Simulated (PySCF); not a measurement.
r2SCANh on Ne⁺ (neon, charge +1), [He] 2s1 2p5 3d1, one real determinant (an excited configuration). Computed with PySCF 2.14 in aug-cc-pVQZ-DK, with scalar relativity by spin-free X2C-1e.

```
cycle= 1 E= -125.913651139741  delta_E= -0.0047  |g|= 0.0171  |ddm|= 0.213
cycle= 2 E= -125.91366320788  delta_E= -1.21e-05  |g|= 0.00447  |ddm|= 0.0337
cycle= 3 E= -125.913665156873  delta_E= -1.95e-06  |g|= 0.00146  |ddm|= 0.0105
cycle= 4 E= -125.913665682766  delta_E= -5.26e-07  |g|= 0.000164  |ddm|= 0.00343
cycle= 5 E= -125.913665699129  delta_E= -1.64e-08  |g|= 3.9e-05  |ddm|= 0.00104
cycle= 6 E= -125.913665700162  delta_E= -1.03e-09  |g|= 4.91e-06  |ddm|= 0.00035
cycle= 7 E= -125.913665700195  delta_E= -3.32e-11  |g|= 7.41e-07  |ddm|= 4.82e-05
converged SCF energy = -125.913665700195  <S^2> = 3.7513293  2S+1 = 4.0006646
```

Highest occupied orbital energy: 2.029 eV; ⟨L²⟩ = 8.00; populations by l: s 3.00, p 5.00, d 1.00, f 0.00.

**Question.** Can this result be used?

**Answer.** Not for this state. The calculation finished and met its thresholds. ⟨L²⟩ = 8.00 against 12 for a pure F term, so this real determinant mixes terms. The outer electron is Rydberg-like, and this basis confines it to a smaller radius and binds it less than a complete one would. At r2SCANh the highest occupied level has a positive energy, so only the finite basis holds that electron; for this excited configuration the basis is too tight for the outer shell.
